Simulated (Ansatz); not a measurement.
The Ge atom from Hartree–Fock to CCSD(T)

Charge 0, multiplicity 3. Correlated methods include outer-core shells of Ge, which these sets cover unevenly. Scalar relativity is left out up to krypton. A free atom. Frozen core, unrestricted reference, the Gaussian-basis code of Ansatz.

| basis | HF (Eh) | MP2 corr. |
| --- | --- | --- |
| def2-SVP | -2075.05805 | -0.17141 |
| def2-TZVPP | -2075.32100 | -0.18213 |
| def2-QZVPP | -2075.36298 | -0.44316 |

**Question.** Estimate the CCSD correlation energy and the (T) correction in each basis where they were run (hartree).

**Answer.** 
```
     basis  CCSD corr.       (T)
  def2-SVP    -0.17655  -0.00447
def2-TZVPP    -0.18882  -0.00634
def2-QZVPP    -0.42868  -0.00995
```
